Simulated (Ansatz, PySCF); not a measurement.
1,1-dibromo-1-chloroethane (C2H3Br2Cl), SMILES CC(Cl)(Br)Br. Atoms are numbered in the order given.

```xyz
8

C     -1.8311    -0.7262     0.0000
C     -0.3434    -0.4381     0.0000
Cl     0.5843    -1.9671     0.0000
Br     0.1330     0.6061    -1.6031
Br     0.1330     0.6061     1.6031
H     -2.0892    -1.3077     0.8968
H     -2.3963     0.2156     0.0000
H     -2.0892    -1.3077    -0.8968
```
Charge 0, spin multiplicity 1.

The structure is a stationary point at B3LYP-D3(BJ)/def2-SVP.

Two levels are set side by side: PBE-D3(BJ)/def2-SVP (Ansatz, a quantum-chemistry and plane-wave program) and B3LYP-D3(BJ)/def2-SVP (Ansatz). Each level has its own optimised geometry; the coordinates shown are those of the second. Frequencies come from the Hessian of PySCF at each geometry. Differences are taken from unrounded values.

```tsv
quantity	B3LYP-D3(BJ)	PBE-D3(BJ)	PBE-D3(BJ) minus B3LYP-D3(BJ)
mean bond length (Å)	1.506	1.511	0.005
bond C1–C2 (Å)	1.515	1.516	0.001
bond C2–Cl3 (Å)	1.788	1.789	0.000
bond C2–Br4 (Å)	1.972	1.975	0.004
bond C2–Br5 (Å)	1.972	1.975	0.004
bond C1–H6 (Å)	1.100	1.107	0.008
bond C1–H7 (Å)	1.098	1.106	0.008
bond C1–H8 (Å)	1.100	1.107	0.008
highest harmonic wavenumber (cm⁻¹)	3159	3100	-58
mean harmonic wavenumber (cm⁻¹)	1120	1088	-31
zero-point energy (kcal/mol)	28.82	28.01	-0.81
```

Exact exchange shortens and stiffens bonds; PBE has none. Differences between two approximate levels are no errors against the true value.
